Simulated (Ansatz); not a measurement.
Consider the cleavage of the Si–Ga bond: `N#C[SiH2][GaH2]` + `N[SiH3]` → `N#C[SiH2]N[SiH3]` + `[GaH3]`.

Gas-phase electronic energies from Ansatz, PBE0-D4/def2-TZVP geometries. CCSD(T)/CBS is the MP2 limit (def2-TZVPP, def2-QZVPP) plus CCSD(T) − MP2 in def2-TZVPP, frozen cores. This one scheme is used for every species. Functionals use def2-TZVPP. For Ga outer-core shells are correlated without core-valence functions, which leaves a few kJ/mol of doubt a bond. Scalar relativity is left out up to krypton. One conformer a species, not always the lowest.

`N#C[SiH2][GaH2]`:

Cartesian coordinates in Å:
```
N 1.716 1.772 -1.700
C 0.996 1.403 -0.878
Si -0.154 0.731 0.407
Ga -0.457 -1.654 0.115
H -1.421 1.493 0.257
H 0.455 1.075 1.718
H -1.404 -2.397 1.120
H 0.269 -2.421 -1.038
```

`N[SiH3]`:

```xyz
7

N    -0.771    0.718    0.167
Si    0.481   -0.450    0.009
H    -1.716    0.472   -0.078
H    -0.585    1.682   -0.062
H     0.023   -1.702    0.665
H     0.876   -0.801   -1.389
H     1.691    0.081    0.689
```

`N#C[SiH2]N[SiH3]`:

Cartesian coordinates in Å:
```
N -2.312 -2.125 1.348
C -1.678 -1.167 1.264
Si -0.656 0.380 1.093
N -0.122 0.618 -0.511
Si 1.333 0.022 -1.248
H -1.546 1.479 1.529
H 0.503 0.195 1.990
H -0.795 1.041 -1.136
H 1.060 -1.063 -2.225
H 2.176 -0.500 -0.144
H 2.037 1.120 -1.959
```

`[GaH3]`:

Z-matrix (Å, degrees):
```
Ga
H 1 1.568
H 1 1.568 2 120.0
H 1 1.568 2 120.0 3 -179.9
```

```
           species  revPBE-D4 energy (Eh)
 `N#C[SiH2][GaH2]`            -2309.41769
         `N[SiH3]`             -347.23090
`N#C[SiH2]N[SiH3]`             -730.17526
          `[GaH3]`            -1926.48442
```

Question: Work out ΔE.

Answer: ΔE = (-730.17526) + (-1926.48442) − (-2309.41769) − (-347.23090) = -0.01109 Eh = -29.1 kJ/mol. CCSD(T)/CBS gives -43.4 kJ/mol.

Largest T1 diagnostic among the species: 0.014.

Leaving LDA and LC-ωPBE aside and taking each functional with its dispersion term where it has one, the values, not all of them listed here, spread over 23.8 kJ/mol, from BHLYP-D4 to PBE-D4. LDA lies −7.4 kJ/mol from PBE without D4. From PBE to PBE0 (25 % exact exchange), in def2-TZVPP and without D4, ΔE moves by −7.1 kJ/mol. The D4 term adds −4.4 kJ/mol with B3LYP and −2.5 kJ/mol with PBE0; it sums over pairs of atoms, weighted by their polarisabilities, and B3LYP, whose exchange is more repulsive, gets the larger term.

B3LYP here is the variant with VWN-RPA as its local correlation; programs differ in this.
